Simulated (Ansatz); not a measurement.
Frontier orbitals of CH₄BFOS (`CSB(O)F`).

The species carries charge 0 and has multiplicity 1. The geometry is a stationary point of PBE0-D4/def2-TZVP. It is one conformer, not always the lowest. Basis def2-TZVPP, Ansatz 0.2.0.

```csv
functional,HOMO (eV),LUMO (eV),gap (eV)
PBE,-6.01,-0.37,5.64
BLYP,-5.86,-0.36,5.50
r2SCAN,-6.28,0.10,6.38
B97M-V,-6.37,-0.13,6.24
PBE0,-7.25,0.51,7.76
LC-ωPBE,-9.95,2.61,12.56
ωB97M-V,-9.43,1.94,11.37
```

A quarter of exact exchange (PBE0) shifts PBE's HOMO by −1.23 eV and its LUMO by +0.88 eV; full exchange at long range (ωB97M-V) shifts them by −3.41 and +2.30 eV. The gap opens from 5.65 to 11.36 eV, since occupied levels lose self-interaction and empty ones feel all the electrons. A positive LUMO is unbound and depends on the basis.

LC-ωPBE has ω = 0.4 bohr⁻¹.
